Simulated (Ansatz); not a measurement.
```yaml
crystal:
  periodic: [false, false, false]
  atoms:
    - {symbol: F, position_ang: [-1.240040, 2.273155, -2.099778]}
    - {symbol: Si, position_ang: [-0.177285, 1.085324, -2.184637]}
    - {symbol: C, position_ang: [-0.044579, 0.281928, -0.561336]}
    - {symbol: C, position_ang: [0.063488, -0.272604, 0.512684]}
    - {symbol: Ge, position_ang: [0.222120, -1.134777, 2.203988]}
    - {symbol: H, position_ang: [-0.656100, 0.111810, -3.189825]}
    - {symbol: H, position_ang: [1.128744, 1.664279, -2.567394]}
    - {symbol: H, position_ang: [0.783519, -2.541475, 1.972325]}
    - {symbol: H, position_ang: [-1.170260, -1.206623, 2.838317]}
    - {symbol: H, position_ang: [1.173494, -0.312116, 3.078656]}
basis:
  gaussian: {orbitals: def2-mTZVPP}
hamiltonian: {xc: {name: wB97X-D}}
```

```sh
$ ansatz run in.yaml --threads 2 --pin off --events-out ev --progress --plain --max-ram 32768MiB --backend cpu
```

It prints (some lines left out):

```
Error: YAML parse error: error: line 16 column 19: hamiltonian.xc: no functional is named "wB97X-D"; the names, which are not case-sensitive, are SVWN5, SPW92, PBE, PBE0, PBEsol, revPBE, revPBE0, RPBE, rPW86-PBE, HSE06, wPBEh, LC-wPBE, HISS, HF, BLYP, B3LYP, B3LYP5, BHLYP, CAM-B3LYP, r2SCAN, r2SCANh, r2SCAN0, r2SCAN50, m-r2SCAN, B97, wB97, wB97X, wB97X-V, B97M-V, wB97M-V, B2PLYP, B2GP-PLYP, PBE0-DH, PBE-QIDH
14 | basis:
15 |   gaussian: {orbitals: def2-mTZVPP}
16 | hamiltonian: {xc: {name: wB97X-D}}
```

Question: What is wrong with this run?

Answer: The method's name isn't one that the program takes here. The program refused the input.

HSE06 is defined as in plane-wave codes.
